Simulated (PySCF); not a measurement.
Coordinates in bohr (charge 0 multiplicity 1):
```
Ta    0.0000    0.0000    0.2603
N     0.0000    0.0000    3.4450
Cl    4.1510    0.0000   -1.3626
Cl   -4.1510    0.0000   -1.3626
```

Method: B3LYP in PySCF with Ta def2-SVP with ECP60, N def2-SVP, Cl def2-SVP; scalar-relativistic core potentials, no spin–orbit coupling; density-fitted integrals.

This geometry of TaNCl2 is a stationary point at this level.

**Question.** What is the point group?

**Answer.** C2v.

**Question.** Is it a minimum?

**Answer.** No: it has 1 imaginary mode, at 92i cm⁻¹ (b1).

**Question.** List the harmonic modes with their infrared intensities.

**Answer.** 
```csv
symmetry,ω (cm⁻¹),IR (km/mol),type
b1,92i,–,bend
a1,98,2.0,bend
b2,233,0.2,bend
a1,364,13.8,stretch
b2,397,96.3,stretch
a1,1101,101,stretch
```

**Question.** What are the dipole moment and the gap between the highest occupied and lowest empty levels?

**Answer.** 2.43 D and 2.93 eV.

**Question.** Give the atomic charges and bond orders.

**Answer.** 
```
 atom  Mulliken  Löwdin  polar tensor  Mayer order to Ta1
  Ta1      0.75   -0.11          1.88                   –
   N2     -0.22   -0.07         -0.73                3.00
Cl3,4     -0.26    0.09         -0.57                1.18
```

In C2v the vibrations span b1 + 3a1 + 2b2. Here b1 is antisymmetric to the molecular plane and b2 lies in it.

Only a few start shapes were tried, so a lower isomer may exist. At this level a singlet minimum of Cs symmetry lies 20 kJ/mol below this structure. With an element this heavy the missing spin–orbit coupling can shift these numbers.
